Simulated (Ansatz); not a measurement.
The cluster Cs3⁺ (the lowest singlet isomer of a short search) was relaxed with PBE0 (def2-TZVP) in Ansatz in these states: charge +1 quintet, charge +1 singlet, charge +1 triplet. The geometries follow in no particular order.

In the def2 sets Cs takes a core potential; there is no spin–orbit coupling.

A:

```tsv
atom	x (Å)	y (Å)	z (Å)
Cs1	2.014	-0.570	2.197
Cs2	-2.233	-1.976	-0.561
Cs3	0.220	2.546	-1.636
```

B:

Cartesian coordinates in Å:
```
Cs 2.645 -1.738 -4.028
Cs -0.891 1.002 -0.728
Cs -1.754 0.736 4.757
```

C:

```xyz
3

Cs    0.410   -0.785   -2.079
Cs    1.288   -2.304    2.353
Cs   -1.698    3.090   -0.274
```

Judge from the bond lengths which geometry belongs to which state (an estimate).

A is the charge +1 singlet (Cs1–Cs3 5.256 Å, Cs2–Cs3 5.256 Å, Cs1–Cs2 5.256 Å); B is the charge +1 triplet (Cs1–Cs3 10.131 Å, Cs2–Cs3 5.559 Å, Cs1–Cs2 5.559 Å); C is the charge +1 quintet (Cs1–Cs3 4.766 Å, Cs2–Cs3 6.701 Å, Cs1–Cs2 4.766 Å).
